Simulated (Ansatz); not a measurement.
Molecule: Sb$_{2}$, net charge -1, doublet state. SMILES of the parent species: [Sb]#[Sb]
Coordinates optimised at B3LYP-D3(BJ)/def2-TZVP (Ansatz, an electronic-structure program):
```
Sb
Sb 1 2.5933
```
Charge -1, spin multiplicity 2.

Parts of the frozen-core correlation energy in def2-SVP (Ansatz, hartree). Frozen orbitals: 18; correlated occupied orbitals by spin: 6 and 5; virtual: 28 and 29. UHF or UKS for open shells. Spin-orbit coupling is left out. In def2 rows, elements after Kr have scalar-relativistic effective core potentials.

```
term                            value
-------------------------  ----------
reference (HF)             -478.56804
MP2 opposite-spin            -0.10300
MP2 same-spin                -0.03934
CCSD correlation             -0.17486
(T)                          -0.00960
CCSDT minus CCSD(T)          -0.00268
T1 diagnostic                   0.088
largest doubles amplitude       0.203
<S^2> of the reference          1.453
```
